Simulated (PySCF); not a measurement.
SMILES C[SiH](C)S[Si](O)(C)O (C₃H₁₂O₂SSi₂), GFN2-xTB optimised geometry.

```
20

Si    -0.45     0.75    -1.21
C      1.17     0.92    -0.24
C     -1.20     2.45    -1.59
S     -1.95    -0.25     0.00
Si    -1.25    -2.28     0.00
C     -2.00    -3.15     1.50
O      0.38    -2.28     0.00
O     -1.65    -3.02    -1.40
H     -0.27    -0.03    -2.43
H      1.03     1.53     0.65
H      1.52    -0.06     0.09
H      1.95     1.37    -0.84
H     -0.51     3.05    -2.18
H     -2.12     2.36    -2.16
H     -1.43     2.99    -0.68
H     -1.86    -4.23     1.43
H     -3.06    -2.95     1.59
H     -1.52    -2.82     2.42
H      0.82    -2.99    -0.45
H     -2.55    -3.02    -1.70
```

Density from PySCF with PBE0/def2-SVP at that geometry.

Minimum of the electron density along straight lines between bonded atoms, close to the bond critical point (lines longer than 1.1 times the sum of covalent radii, or with two minima, are not listed):

```csv
bond,length / Å,ρ at the minimum / e bohr⁻³,∇²ρ there / e bohr⁻⁵,position (fraction from the first atom)
Si1–C2,1.897,0.113,0.31,0.38
Si1–C3,1.895,0.113,0.32,0.38
Si1–S4,2.163,0.088,0.16,0.36
S4–Si5,2.147,0.093,0.16,0.65
Si5–C6,1.892,0.116,0.32,0.38
Si5–O7,1.625,0.132,1.10,0.41
Si5–O8,1.636,0.128,1.05,0.41
Si1–H9,1.467,0.118,0.32,0.49
C2–H10,1.087,0.271,-0.96,0.62
C2–H11,1.085,0.274,-1.01,0.64
C2–H12,1.086,0.271,-0.96,0.62
C3–H13,1.085,0.272,-0.97,0.62
C3–H14,1.085,0.273,-0.98,0.63
C3–H15,1.086,0.272,-0.98,0.63
C6–H16,1.086,0.271,-0.97,0.62
C6–H17,1.085,0.272,-0.97,0.62
C6–H18,1.084,0.273,-0.98,0.63
O7–H19,0.954,0.354,-2.49,0.82
O8–H20,0.953,0.357,-2.48,0.82
```
